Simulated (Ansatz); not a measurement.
Basis-set extrapolation for ClH₅OSSi₂, SMILES `O[SiH2]S[SiH2]Cl` (PBE0-D4/def2-TZVP geometry, frozen core, Ansatz). Multiplicity 1, RHF reference.

|  | def2-TZVPP | def2-QZVPP |
| --- | --- | --- |
| HF | -1512.917373 | -1512.963399 |
| MP2 correlation | -0.851327 | -0.926989 |
| CCSD(T) correlation | -0.947671 | not run |

Energies in hartree. Use E(X) = E(∞) + A·exp(−7.88·√X) for Hartree–Fock and E(X) = E(∞) + B·X^(−2.97) for correlation, with X = 3 and 4, and add CCSD(T) minus MP2 of the smaller set to the MP2 limit.

Question: What is the CCSD(T) energy at the basis-set limit?

Answer: HF limit: -1512.963399 + (-0.046026) × 0.13774 = -1512.96974. MP2 limit: -0.926989 + (-0.075662) × 0.74074 = -0.98303. Higher-order term: -0.947671 − (-0.851327) = -0.09634. Total: -1514.04911 hartree, 115.5 kcal/mol below CCSD(T)/def2-TZVPP.
